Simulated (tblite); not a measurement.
Isomers of C7H11OP. Computed values, GFN2-xTB/tblite, gas phase, harmonic and unscaled. Against measured fundamentals such values can be off by several per cent, at times by over 20. Modes of hydrogen on phosphorus can be 10 to 20 % off. One conformer each.

Electronic energies: GFN2-xTB at the same geometries; isomer energies are rough at this level and their order can be wrong.

```
         SMILES  electronic energy, lowest = 0 (kJ/mol)
  CC(C)Pc1ccoc1                                    32.6
CC1C=CP(CO)C=C1                                   140.0
  Cc1pcoc1C(C)C                                     0.0
```

Problem. How do GFN2-xTB zero-point energies change the relative energies?

Solution. 
```json
{"SMILES": "Cc1pcoc1C(C)C", "ZPE (kJ/mol)": "430.2", "of it from modes above 1550 cm⁻¹": "208.7", "electronic (kJ/mol)": "0.0", "with ZPE, lowest = 0 (kJ/mol)": "0.0", "lowest mode (cm⁻¹)": "23", "rings": "1"}
{"SMILES": "CC(C)Pc1ccoc1", "ZPE (kJ/mol)": "422.2", "of it from modes above 1550 cm⁻¹": "205.3", "electronic (kJ/mol)": "32.6", "with ZPE, lowest = 0 (kJ/mol)": "24.7", "lowest mode (cm⁻¹)": "36", "rings": "1"}
{"SMILES": "CC1C=CP(CO)C=C1", "ZPE (kJ/mol)": "422.7", "of it from modes above 1550 cm⁻¹": "220.1", "electronic (kJ/mol)": "140.0", "with ZPE, lowest = 0 (kJ/mol)": "132.6", "lowest mode (cm⁻¹)": "54", "rings": "1"}
```

The zero-point energies span 8.0 kJ/mol, from `CC(C)Pc1ccoc1` to `Cc1pcoc1C(C)C`. The order is unchanged.
